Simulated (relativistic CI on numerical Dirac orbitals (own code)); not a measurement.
Ni3+ in a cubic cluster: 3s photoemission with charge transfer

Computed with a charge-transfer multiplet model of a cubic metal-ligand cluster with up to 3 ligand holes, Slater and spin-orbit integrals from Dirac-Coulomb-Breit ions, Slater integrals scaled by 0.8. The ground state mixes d7 with configurations of k ligand holes L, whose averages lie at kΔ + k(k − 1)U_dd/2; a core hole lowers each added d electron by U_cd. 20 K, Lorentzian 1.4 eV and Gaussian 0.8 eV FWHM.

Atomic integrals in eV (Slater integrals scaled, ζ unscaled), ground: F2dd 10.578, F4dd 6.603, zeta_d 0.089; with the core hole: F2dd 11.389, F4dd 7.148, zeta_d 0.100, G2cd 11.243.

Cluster parameters (eV): U_dd = 7.1, U_cd = 8.3, 10Dq = 1.65, 10Dq(ligand) = 1.2, V(eg) = 3.3, V(t2g) = -1.41, final-state hopping factor = 1.

```tsv
Case	n_d	d7	d8L	d9L2	d10L3	S
Δ = 0.2 eV	7.80	0.32	0.56	0.12	0.00	0.50
Δ = 1.2 eV	7.72	0.38	0.53	0.09	0.00	0.51
Δ = 2.2 eV	7.64	0.44	0.49	0.07	0.00	0.51
Δ = 3.2 eV	7.56	0.50	0.44	0.06	0.00	0.51
Δ = 4.2 eV	7.49	0.56	0.40	0.04	0.00	0.52
```

Weights, n_d and S are thermal averages at 20 K. Binding energies count from the first peak over 30 % of the highest in each spectrum, which can be another peak from case to case. The parameters are a model scan and need not match a compound or its usual spin state. Peaks in eV (height, largest 100):
- Δ = 0.2 eV: 0.0 (100), 1.9 (37), 10.0 (31), 12.0 (14), 18.6 (5)
- Δ = 1.2 eV: 0.0 (100), 2.2 (35), 10.0 (31), 15.1 (6), 18.4 (5)
- Δ = 2.2 eV: 0.0 (100), 2.5 (34), 10.1 (31), 15.5 (6)
- Δ = 3.2 eV: 0.0 (100), 2.7 (34), 6.0 (7), 10.2 (31), 15.8 (7)
- Δ = 4.2 eV: 0.0 (100), 3.0 (34), 6.1 (9), 10.2 (29), 16.1 (7)

Curve for Δ = 0.2 eV (points under 2 left out, the grid thinned):

E (eV), Intensity and a bar:
```
     -3.0        6.8 ##
     -2.4       10.2 ###
     -1.9       15.6 ####
     -1.3       29.9 #########
     -0.8       55.6 #################
     -0.2       95.4 ##############################
      0.3       92.5 #############################
      0.9       55.5 #################
      1.4       39.0 ############
      2.0       36.8 ###########
      2.5       31.8 ##########
      3.1       18.8 #####
      3.6       11.6 ###
      4.2        7.5 ##
      4.7        5.8 #
      5.3        4.8 #
      5.8        4.5 #
      6.4        4.6 #
      6.9        5.3 #
      7.5        7.2 ##
      8.0       10.3 ###
      8.6       14.3 ####
      9.2       20.0 ######
      9.7       28.0 ########
     10.3       28.8 #########
     10.8       20.2 ######
     11.4       14.0 ####
     11.9       13.7 ####
     12.5       12.2 ###
     13.0        9.1 ##
     13.6        6.4 #
     14.1        5.3 #
     14.7        5.0 #
     15.2        4.9 #
     15.8        4.0 #
     16.3        3.1 
     16.9        2.6 
     17.4        3.0 
     18.0        4.3 #
     18.5        5.3 #
     19.1        4.5 #
     19.6        3.8 #
     20.2        3.6 
     20.7        2.8 
     21.3        2.0
```

For the case Δ = 1.2 eV, Δ = 1.2 eV is smaller than U_dd = 7.1 eV, the charge-transfer side of the Zaanen-Sawatzky-Allen scheme. With the core hole the configuration with one ligand hole lies at Δ − U_cd = -8.1, -7.1, -6.1, -5.1, -4.1 eV from the one without, in the order of the table; where this is negative the screened configuration lies lower, though the effective hopping of about 5.0 eV (from the holes of the mixed ground state) mixes the two strongly wherever it is as large as the gap.

Without intra-shell correlation the exchange splitting of the 3s hole comes out too large.
